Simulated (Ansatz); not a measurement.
Si(NH2)4 (SiN₄H₈). The state is a triplet with charge 0. Geometry r2SCAN-D4/def2-SVP, that of the neutral singlet; atoms count from 1.

Cartesian coordinates in Å:
```
Si 0.000 0.000 0.000
N 1.036 0.005 1.391
H 1.795 0.678 1.432
H 1.325 -0.883 1.788
N -0.324 1.688 -0.229
H -0.562 2.254 0.580
H -0.865 1.977 -1.038
N -1.189 -1.188 0.426
H -1.591 -1.164 1.359
H -1.895 -1.441 -0.259
N 0.478 -0.506 -1.588
H 1.132 0.070 -2.109
H 0.661 -1.491 -1.753
```

At PBE0-D4/def2-TZVP a singlet of charge 0 lies 6.16 eV below the triplet at the same geometry.

(1) Estimate the Mulliken populations from the PBE0/def2-TZVP orbitals of Ansatz.

(2) Where does the spin sit?

(3) And the Mayer bond orders between heavy atoms (over 0.3)?

Answers

(1) 
| atom | charge (e) | spin (α − β) |
| --- | --- | --- |
| Si1 | 0.42 | 0.22 |
| N2 | -0.52 | -0.08 |
| H3 | 0.19 | 0.07 |
| H4 | 0.17 | 0.08 |
| N5 | -0.43 | 0.19 |
| H6 | 0.19 | 0.07 |
| H7 | 0.19 | 0.07 |
| N8 | 0.28 | 0.35 |
| H9 | -0.16 | 0.48 |
| H10 | -0.16 | 0.48 |
| N11 | -0.52 | -0.08 |
| H12 | 0.19 | 0.07 |
| H13 | 0.17 | 0.08 |
Mulliken values depend strongly on the basis.

(2) Summed by element: Si 0.22, N 0.39, H 1.39, of 2 unpaired in all. Largest on single atoms: H10 0.48, H9 0.48, N8 0.35.

(3) Si1–N2 1.12 (1.73 Å); Si1–N5 1.02 (1.73 Å); Si1–N8 0.56 (1.73 Å); Si1–N11 1.12 (1.73 Å).
